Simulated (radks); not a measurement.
Task: These are the eigenvalues of the occupied orbitals of an atom or ion with whole-number occupations (eV). Calculated with a radial shooting solver on a logarithmic mesh with Libxc functionals: Dirac Kohn-Sham, PBE, spin-unpolarised, spherical densities, finite nucleus; Fermi nuclear charge, rms radius of each element as measured or else 0.836 A^(1/3) + 0.57 fm.

1s1/2: -35783.34
2s1/2: -5623.367
2p1/2: -5291.314
2p3/2: -4939.043
3s1/2: -1180.658
3p1/2: -1041.922
3p3/2: -974.4097
3d3/2: -730.6131
3d5/2: -716.2801
4s1/2: -234.5431
4p1/2: -184.7475
4p3/2: -170.9735
4d3/2: -89.9900
4d5/2: -87.7015
5s1/2: -40.2530
5p1/2: -27.7127
5p3/2: -25.9087
6f5/2: -1.7055
6f7/2: -1.6997

Which element is it, and in what charge state? The configuration may be excited. Open shells, if any, are shared by 2j + 1.

Result: Z = 55, caesium, charge +1: Cs+ in [Kr] 4d10 5s2 5p5 6f1. The list shows which subshells hold electrons but not how many an open one holds; the 1s level, -1315 hartree, gives Z - s = 51.3 by -(Z - s)^2/2, which with screening and relativity narrows Z to a few neighbours, and the depths of the outer levels then fix element, charge and occupations together.
